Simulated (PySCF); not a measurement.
C2H9ClOSi2, SMILES CO[Si@H](Cl)[SiH2]C. Coordinates come from a r2SCAN-D4/def2-SVP optimisation. The structure was generated by enumeration; whether it is a known compound was not checked. One conformer was computed; it need not be the lowest.

Computed equilibrium geometry at r2SCAN-D4/def2-SVP (PySCF confirms it by a frequency run) as bond lengths and angles (one conformer of several):
Atoms: C1 O2 Si3 Cl4 Si5 C6 H7 H8 H9 H10 H11 H12 H13 H14 H15. Bonded distances (Å): C1–O2 1.416, C1–H7 1.104, C1–H8 1.100, C1–H9 1.106, O2–Si3 1.657, Si3–Cl4 2.099, Si3–Si5 2.336, Si3–H10 1.497, Si5–C6 1.883, Si5–H11 1.496, Si5–H12 1.497, C6–H13 1.101, C6–H14 1.101, C6–H15 1.101. Angles (°): O2–C1–H7 111.1, O2–C1–H8 108.4, O2–C1–H9 111.6, H7–C1–H8 108.7, H7–C1–H9 108.5, H8–C1–H9 108.5, C1–O2–Si3 124.2, O2–Si3–Cl4 109.7, O2–Si3–Si5 108.9, O2–Si3–H10 110.0, Cl4–Si3–Si5 106.6, Cl4–Si3–H10 104.9, Si5–Si3–H10 116.5, Si3–Si5–C6 109.0, Si3–Si5–H11 106.9, Si3–Si5–H12 110.1, C6–Si5–H11 111.0, C6–Si5–H12 111.3, H11–Si5–H12 108.4, Si5–C6–H13 111.2, Si5–C6–H14 111.1, Si5–C6–H15 110.0, H13–C6–H14 108.1, H13–C6–H15 108.0, H14–C6–H15 108.4.
